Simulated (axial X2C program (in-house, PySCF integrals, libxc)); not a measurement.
## NiH⁺: cheaper levels and CCSD(T), with spin–orbit coupling

Calculated with an in-house all-electron X2C program for linear molecules (integrals from PySCF). Two-component (2c) means X2C with spin–orbit coupling and atomic mean-field two-electron Coulomb and Gaunt terms. Basis: Ni dyall-cv3z [9s9p6d3f2g], H dyall-v3z [6s2p1d] (cores contracted in-house); Gaussian nuclei, density fitting, unrestricted open shells. Masses: Ni 57.935 u, H 1.008 u.

State: Ω = 3 (⟨Sz⟩ = 1.00, ⟨Lz⟩ = 2.00 at HF); fragments Ni+ + H.

```tsv
level	Re (Å)	ωe (cm⁻¹)
PBE0	1.469	2038.4
HF	1.557	1876.2
MP2	1.460	2101.3
CCSD	1.465	2099.2
r2SCAN0	1.466	2075.3
```

Correlated methods: 10 electrons correlated (number of frozen shells: Ni 3 s, 2 p; H none), 182 virtual spin orbitals or spinors in MP2, 90 natural virtuals in coupled cluster.

CCSD(T), same Hamiltonian and basis:

Re = 1.462 Å, ωe = 2097.1 cm⁻¹; T1 = 0.048 (Lee–Taylor normalisation).

Task: Give the differences from CCSD(T) in the columns below.

Result: 

```csv
level,ΔRe (Å),Δωe (cm⁻¹)
PBE0,0.007,-59
HF,0.095,-221
MP2,-0.002,4
CCSD,0.003,2
r2SCAN0,0.004,-22
```

One determinant describes the state; a PBE0 search over occupations chose it and may have missed a lower one. De is not given where an atomic determinant may have missed its ground term or J level, or where the truncated virtual space spoils (T). Density functionals use the spin component along the axis (collinear). CCSD and (T) use frozen natural virtuals with an MP2 correction for the truncation; (T) itself is uncorrected, so its De runs slightly low. PBE0 can misorder states that lie within some tenths of an eV, so this need not be the ground state of the molecule. The nearest other 2c determinant of the search, Ω = 1, lies 0.15 eV up at the distance of the search. The functionals have no current-density term, which raises determinants with orbital currents, atoms included. With several unpaired electrons one determinant need not be a pure state. The determinant is spin-polarised beyond a pure state at some levels (its spin-free form has ⟨S²⟩ too high), which makes Re and μ there less reliable. The T1 diagnostic is large, a sign of multireference character.
